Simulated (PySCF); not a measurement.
**Bond curve of TmCl**

Set-up: PySCF, spin-free X2C with a Gaussian nucleus, basis sets Tm x2c-SVPall, Cl x2c-SVPall. Energies in eV from Tm (4f13 6s2) + Cl in their ground configurations at the same level. State: triplet, about 12.9 electrons in the 4f shell (Mulliken), real f orbitals that mix terms.

```csv
R (Å),PBE0,HSE06
2.135,-3.254,-3.258
2.234,-3.753,-3.758
2.333,-4.021,-4.025
2.408,-4.113,-4.115
2.482,-4.136,-4.137
2.557,-4.107,-4.107
2.656,-4.010,-4.009
2.780,-3.824,-3.822
2.929,-3.545,-3.543
3.127,-3.136,-3.134
```

Q: Put a parabola through the three lowest points of the PBE0 curve and estimate Re, k and ωe (reduced mass 28.97 u; 1 eV/Å² = 0.16022 mdyn/Å; ωe = 1302.8·√(k/μ) cm⁻¹).

A: Through R = 2.408, 2.482, 2.557 Å the second-order coefficient is 4.68 eV/Å², so Re ≈ 2.478 Å, k ≈ 1.50 mdyn/Å and ωe ≈ 296 cm⁻¹. A polynomial fit of higher order to the unrounded PBE0 energies gives Re = 2.474 Å, k = 1.54 mdyn/Å, ωe = 300 cm⁻¹; anharmonicity and rounding make the difference.

The higher-order fit for each curve: PBE0: Re = 2.474 Å, ωe = 300 cm⁻¹, De = 4.14 eV; HSE06: Re = 2.473 Å, ωe = 301 cm⁻¹, De = 4.14 eV.

These are scalar-relativistic numbers at best; spin–orbit coupling would shift them, the dissociation energy most. The state is the lowest single determinant that the PBE0 search found; with open d or f shells the true ground state can be another one.
